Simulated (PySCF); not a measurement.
C3H11BSi.

```xyz
16

Si     1.7985    -0.3044    -0.1170
C      0.2927    -0.1273     1.0102
B     -0.9634     0.1522     0.1206
C     -1.4145     1.6362    -0.1482
C     -1.7528    -1.0338    -0.5496
H      3.0374    -0.5310     0.6899
H      1.9949     0.9311    -0.9373
H      1.6281    -1.4603    -1.0508
H      0.2294    -1.0756     1.5701
H      0.5326     0.6965     1.7034
H     -1.9582     1.7792    -1.0947
H     -2.1316     1.8829     0.6596
H     -0.6030     2.3765    -0.0746
H     -2.8398    -0.8520    -0.5693
H     -1.4456    -1.0676    -1.6130
H     -1.5578    -2.0289    -0.1231
```

Coordinates come from a PBE0-D3(BJ)/def2-SVP optimisation. This is a generated structure with no PubChem entry under its InChIKey; it may be hypothetical. The values are those of a single conformer.

Method: PBE0/pcSseg-1 (PySCF). Non-relativistic, no solvent.

**Question.** Give the absolute GIAO shielding of each atom: isotropic value and principal components (ppm). (The exact figures need the calculation; the answer reports its results.)

**Answer.** 
```tsv
atom	σ(iso)	σ11	σ22	σ33	span
Si1	422.1	393.5	403.9	468.7	75.2
C2	166.2	145.3	161.4	191.7	46.4
B3	16.4	-39.6	-32.8	121.7	161.3
C4	169.1	152.9	170.4	183.9	30.9
C5	168.9	151.3	169.7	185.8	34.5
H6	27.2	24.2	24.7	32.6	8.5
H7	27.5	24.1	26.4	32.1	8.0
H8	27.5	23.9	26.4	32.1	8.2
H9	30.0	26.8	27.8	35.5	8.7
H10	30.1	26.7	28.3	35.2	8.5
H11	30.4	26.8	29.2	35.1	8.3
H12	30.7	27.0	28.8	36.4	9.4
H13	30.3	26.6	29.8	34.4	7.8
H14	30.2	26.3	29.1	35.1	8.8
H15	30.7	27.6	28.9	35.5	7.8
H16	30.4	26.5	29.8	34.9	8.4
```
